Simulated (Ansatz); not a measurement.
Single points on the cluster Al₄Au⁺.

```yaml
crystal:
  periodic: [false, false, false]
  atoms:
    - {symbol: Au, position_ang: [-0.721038, 0.269827, 1.283940]}
    - {symbol: Al, position_ang: [1.904787, 0.472971, 0.527572]}
    - {symbol: Al, position_ang: [0.323727, -2.023841, 0.179229]}
    - {symbol: Al, position_ang: [0.030435, 1.890280, -0.810390]}
    - {symbol: Al, position_ang: [-1.537921, -0.609238, -1.180361]}
basis:
  gaussian: {orbitals: def2-TZVP, initial_orbitals: start.molden}
total_charge: 1
hamiltonian: {xc: {name: BHLYP}, dispersion: d4}
scf: {omitted_lower_state_checks: [starts]}
output: {orbitals: {seedname: orbitals}}
```

The file start.molden holds the orbitals of an earlier run on this structure, at another level or in another basis.

```sh
$ ansatz run in.yaml --threads 4 --pin off --events-out ev --progress --plain --max-ram 4787MiB
```

Shortened log:

```
Functional definition: BHLYP
1648 factors; their error is unknown
mean field evaluation 1: about -30071.0139 eV, gradient 9.9e0 eV
mean field evaluation 2: about -30071.1166 eV, gradient 2.0e-1 eV
mean field evaluation 4: about -30071.3045 eV, gradient 4.1e-3 eV
mean field -30071.30447711 eV, -1105.1000564716 hartree, gradient 1.9e-5 eV, S^2 0.000000; 0 other end points of the search recorded, 0 dependent functions left out
reference -30071.30463490 eV, -1105.1000622703 hartree; 35, 35 occupied and 153, 153 virtual orbitals, 1648 factors
Total energy: -30071.93199765 eV, -1105.1231174258 hartree
Checks for a lower state left out: starts
```

Hardware: 4 threads of AMD EPYC 7B13 on a shared host. Wall time 4 s, peak host memory 0.65 GiB.

First input, but with `hamiltonian: {xc: r2scan, dispersion: d4}` (abridged; 3.8 s):

```
Functional definition: r2SCAN
mean field -30074.24902796 eV, -1105.2082667195 hartree, gradient 2.1e-5 eV, S^2 0.000000
Total energy: -30074.30409614 eV, -1105.2102904375 hartree
Checks for a lower state left out: starts
```

As the first input, with `correlation: {method: mp2}` and without the key `hamiltonian` (abridged; 3.5 s):

```
Functional definition: HF
mean field -29993.04791761 eV, -1102.2241809539 hartree, gradient 5.4e-6 eV, S^2 0.000000; unrestricted orbitals would lower it
mean field evaluation 16: about -29993.3713 eV, gradient 8.4e-1 eV
20 core orbitals not correlated, not the lowest: weight in the atoms' cores, before any rotation towards them, 1.000 or more for the frozen orbitals, at most 0.000 for the correlated occupied ones
second order -20.22059990 eV of doubles, -0.00000000 eV of singles
Total energy: -30013.26851751 eV, -1102.9672742942 hartree
Checks for a lower state left out: starts
```

Geometry: PBE-D4/def2-SVP.

In the def2 sets Au takes a core potential; there is no spin–orbit coupling. Correlated methods freeze 20 core orbitals; core or outer-core shells of Au are correlated, in sets that lack core-valence functions. The restricted singlet is unstable towards broken spin symmetry in Hartree–Fock (as tested in another run); at BHLYP-D4/def2-TZVP, r2SCAN-D4/def2-TZVP this wasn't settled. At MP2/def2-TZVP the restricted singlet (for correlated methods, its reference) is unstable: a solution with broken spin symmetry lies lower. Another isomer (singlet) lies 0.14 eV lower at PBE0-D4/def2-TZVP; other spin states weren't run for this one.
